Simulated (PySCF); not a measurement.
A run for PySCF: R-HF/3-21G on CH4BI (SMILES CBI), a point of a torsion scan.

```python
from pyscf import gto, scf, dft, mp
from pyscf.data.elements import chemcore

mol = gto.M(
    atom='''
    C    -0.74188045   -0.17890168    0.02203592
    B     0.64588542    0.36402887    0.49520449
    I     0.77719029    2.17777784    1.54499783
    H    -1.03092776    0.34481899   -0.89349624
    H    -1.54859034    0.00622890    0.73098093
    H    -0.73606788   -1.23992528   -0.21897304
    H     1.64616266   -0.19152993    0.25218172
    ''',
    basis='3-21g',
    charge=0, spin=0, verbose=3, max_memory=1800)
mf = scf.RHF(mol)
mf.conv_tol = 1e-8
mf.max_cycle = 100
mf.kernel()
if not mf.converged:
    mf = mf.newton().run(mf.mo_coeff, mf.mo_occ)
```

Program output:

```
converged SCF energy = -6951.84225130794
```

Self-consistency was reached.

Cost: roughly 1.0 core-seconds.
